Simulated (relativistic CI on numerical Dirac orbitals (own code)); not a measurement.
Computed by Dirac-Coulomb-Breit CI, orbitals from a KLI potential per configuration, model QED (radiative potential, 1s self-energy scaled to tabulated hydrogen-like ionisation energies), unscaled Slater integrals (own radial code, finite nucleus).

The strongest absorption lines from the ground level of an ion, among the configurations computed and to levels below about 381 eV (vacuum wavelength in nm, gf): 6.7184 (0.41), 6.9455 (0.71), 7.0743 (5.5), 7.1362 (3.2), 7.2025 (1.5), 9.0527 (1.5), 9.3591 (0.87), 9.7254 (0.54).

**Question.** Which ion is it?
A. Gd³²⁺
B. Gd³⁰⁺
C. Ho³³⁺
D. Gd²⁸⁺

**Answer.** B. Gd³⁰⁺ has 34 electrons and the ground level 4s2.4p4 3P_2; the strongest line goes to 4s2.4p3.4d 3D°_3. The pattern of lines fixes the number of electrons, and along that sequence the line energies rise steadily with the charge (about as its square where n changes within one kind of shell, about linearly where n is kept but much faster in heavy ions where fine structure, which grows about as Z⁴, sets the gap, and irregularly where shells cross), which fixes Z. Configurations outside the model, such as inner-shell arrays, can give stronger lines. At this charge energies of transitions that change n are usually good to better than 1 %, and those within a shell (Δn = 0) to a few per cent.

LS names give the leading component of a level, which can be under half, so a name can repeat, a term be missing and a line seem to break the LS rules.
